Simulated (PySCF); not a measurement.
CH3Cl3OTi, multiplicity 1. Atoms are numbered in the order given.

```xyz
9

Ti     0.0000     0.0000     0.0836
Cl     1.7918     1.0345     0.7727
Cl     0.0000    -2.0690     0.7727
Cl    -1.7918     1.0345     0.7727
O      0.0000     0.0000    -1.6250
C      0.0000     0.0000    -3.0149
H     -0.8979     0.5184    -3.3863
H      0.8979     0.5184    -3.3863
H      0.0000    -1.0369    -3.3863
```

The structure is a stationary point at PBE0-D3(BJ)/def2-SVP. The multiplicity is an assumed one; other spin states were not compared. The values are those of a single conformer.

The numbers are results of PySCF with PBE/pcSseg-1, not measurements.

GIAO shieldings, no solvent; atoms alike by connectivity are averaged. δ = σ(ref) − σ: ³⁵Cl against HCl (σ = 936.5 ppm); ¹⁷O against H2O (σ = 334.3 ppm); ¹³C against TMS (σ = 182.0 ppm); ¹H against TMS (σ = 31.49 ppm), references at their B3LYP-D3(BJ)/def2-TZVP geometries, non-relativistic (without spin–orbit terms, shifts of atoms bonded to Cl or Br come out too high).

```tsv
atoms	nucleus	count	δ (ppm)
Cl2, Cl3, Cl4	³⁵Cl	3	778.2
O5	¹⁷O	1	391.5
C6	¹³C	1	[?]
H7, H8, H9	¹H	3	[?]
```

**Question.** Complete the blanks. (Estimate from the structure and the level; the computed values follow.)

**Answer.** 
- C6, δ (ppm): 80.5
- H7, H8, H9, δ (ppm): 5.09
